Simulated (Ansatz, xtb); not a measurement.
## BFH2NP: which of two isomers lies lower

Structure X: `FBN=P`, a singlet. Structure Y: `FB=NP`, a singlet. Both are isolated molecules in the gas phase, relaxed with B3LYP-D3(BJ)/def2-SVP; the shapes shown needn't be the lowest conformers.

X (Å):

| atom | x (Å) | y (Å) | z (Å) |
| --- | --- | --- | --- |
| B | 0.7767 | -0.3853 | 0.5659 |
| F | 1.7496 | -1.1341 | 0.0354 |
| N | 0.7228 | 0.9782 | 0.3194 |
| P | 0.7601 | 2.5305 | 0.2517 |
| H | -0.0642 | -0.9098 | 1.2563 |
| H | -0.0427 | 2.8015 | -0.9392 |

Y (Å):

```xyz
6

B     1.4438    2.6682   -1.7116
F     2.3784    3.5626   -1.7596
N     0.5296    1.8145   -1.6622
P    -0.5154    0.4836   -1.6482
H    -1.2382    0.7691   -0.4405
H    -1.5738    1.0113   -2.4629
```

Quicker runs give these differences E(Y) − E(X): GFN2-xTB −7.97 kJ/mol; HF/STO-3G −43.95 kJ/mol (at GFN2-xTB geometries); r2SCAN-D4/def2-SVP +2.17 kJ/mol (at GFN2-xTB geometries).

Question: Which of the two would you expect CCSD(T)/def2-TZVPP electronic energies to favour?

Answer: Too close to call at this level: CCSD(T)/def2-TZVPP gives E(Y) − E(X) = +8.21 kJ/mol.

How the difference moves with the method:

```json
{"level": "GFN2-xTB", "geometry": "GFN2-xTB", "E(Y) − E(X) (kJ/mol)": "−7.97", "departure from the last row (kJ/mol)": "−16.17", "job, with rough time for the two": "optimisation, 0.5 s"}
{"level": "HF/STO-3G", "geometry": "GFN2-xTB", "E(Y) − E(X) (kJ/mol)": "−43.95", "departure from the last row (kJ/mol)": "−52.16", "job, with rough time for the two": "single point, 0.79 s"}
{"level": "r2SCAN-D4/def2-SVP", "geometry": "GFN2-xTB", "E(Y) − E(X) (kJ/mol)": "+2.17", "departure from the last row (kJ/mol)": "−6.03", "job, with rough time for the two": "single point, 6.2 s"}
{"level": "B3LYP-D3(BJ)/def2-SVP", "geometry": "B3LYP-D3(BJ)/def2-SVP", "E(Y) − E(X) (kJ/mol)": "+2.37", "departure from the last row (kJ/mol)": "−5.84", "job, with rough time for the two": "optimisation, 99 s"}
{"level": "HF/def2-TZVPP", "geometry": "B3LYP-D3(BJ)/def2-SVP", "E(Y) − E(X) (kJ/mol)": "−9.10", "departure from the last row (kJ/mol)": "−17.30", "job, with rough time for the two": "part of the CCSD(T) run"}
{"level": "MP2/def2-TZVPP", "geometry": "B3LYP-D3(BJ)/def2-SVP", "E(Y) − E(X) (kJ/mol)": "+1.15", "departure from the last row (kJ/mol)": "−7.06", "job, with rough time for the two": "part of the CCSD(T) run"}
{"level": "CCSD(T)/def2-TZVPP", "geometry": "B3LYP-D3(BJ)/def2-SVP", "E(Y) − E(X) (kJ/mol)": "+8.21", "departure from the last row (kJ/mol)": "", "job, with rough time for the two": "single point, 3.3 min"}
```

As drawn, Y has 1 B=N, 1 N–P, 1 P–H in place of 1 B–N, 1 N=P, 1 B–H.

GFN2-xTB, HF/STO-3G, HF/def2-TZVPP put the two in the other order. MP2/def2-TZVPP finds them nearly level. The largest departure from CCSD(T)/def2-TZVPP is that of HF/STO-3G, 52.16 kJ/mol.

With harmonic frequencies from B3LYP-D3(BJ)/def2-SVP (ideal gas, rigid rotor, one conformer each, 298.15 K, 1 atm): on the last row, ΔE + ΔZPE = +8.29, ΔH = +8.74, ΔG = +9.03 kJ/mol.

The correlated steps freeze 8 core orbitals. Mirror images aren't counted in ΔG. Run with Ansatz 0.2.0, xtb 6.7.1; the last row on 1 thread of AMD EPYC (Zen 3) on a shared host.
